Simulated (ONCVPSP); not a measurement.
Hf (Z = 72): one change to an ONCV potential, before and after

Hf, optimised norm-conserving Vanderbilt (ONCV), made with ONCVPSP 4.0.1 (PBE, fully relativistic). Core [Xe] 4f14, reference 5d2 (charge +2). Waves: s scattering state at 0.46 Ha: rc 2.40 bohr, ncon 5, nbas 8, qcut 2.4 1/bohr, 1 projector; p scattering state at 0.13 Ha: rc 2.55 bohr, ncon 4, nbas 8, qcut 3 1/bohr, 2 projectors, debl 2.6 Ha; 5d: rc 3.05 bohr, ncon 4, nbas 8, qcut 6.2 1/bohr, 2 projectors, debl 0.4 Ha. Local part: polynomial inside 1.75 bohr (lpopt 5, dvloc0 0 Ha). Core correction: Teter function, fcfact 6, rcfact 1.05.

Open shells are filled in proportion to 2j + 1.

In the s channel the program set the typed energies aside and used 0.050 Ha. In the p channel the program set the typed energies aside and used 0.050, 2.650 Ha (j = l + 1/2; the other j can differ). In the d channel the program set the typed energies aside and used -0.605, 0.250 Ha (j = l + 1/2; the other j can differ).

Change: core correction Teter function, fcfact 6, rcfact 1.82.

Cutoffs: the cutoffs (Ha) at which the residual kinetic energy of the hardest occupied pseudo-wave falls to 1 and 0.1 mHa per electron; they do not see the model core or the augmentation charge, which bear on the density cutoff. Errors are all-electron minus pseudo energies relative to the spin-unpolarised reference configuration.

Task: Predict the effect on cutoff, ghosts and configuration errors.

Result: The potential gets neither clearly harder nor softer (11 Ha and 13 Ha → 11 Ha and 13 Ha); the number of tests with a reliable result goes from 4 to 2; neither file shows a bound ghost. A model core, the more so a compact one, raises the density cutoff, which this test does not measure.

| quantity | base | changed |
| --- | --- | --- |
| cutoff, loose | 11 Ha | 11 Ha |
| cutoff, tight | 13 Ha | 13 Ha |
| bound ghosts | none | none |
| GHOST(+) flags under 300 eV | p3/2 at 48.6 eV, p1/2 at 52.9 eV | p3/2 at 48.6 eV, p1/2 at 52.9 eV |
| tests with a reliable result | 4 of 4 | 2 of 4 |
| error for 5d1, meV [ΔE 21.78 eV] | +50 | -164 |
| error for 5d2.5 6s1.5, meV [ΔE -20.91 eV] | +528 | -454 |
| s: phases at 2.43 bohr within 0.05 rad from the reference energy up to (Ha; the scan ends near 5) | 1.3 | 1.3 |
| p3/2: phases at 2.60 bohr within 0.05 rad from the reference energy up to (Ha; the scan ends near 5) | 1.5 | 1.5 |
| p1/2: phases at 2.60 bohr within 0.05 rad from the reference energy up to (Ha; the scan ends near 5) | 1.6 | 1.6 |
| d5/2: phases at 3.09 bohr within 0.05 rad from the reference energy up to (Ha; the scan ends near 5) | 2.9 | 2.9 |
| d3/2: phases at 3.09 bohr within 0.05 rad from the reference energy up to (Ha; the scan ends near 5) | 2.7 | 2.7 |
| rms error of d²Exc/dni dnj with the model core, mHa | 24.29 | 8.40 |
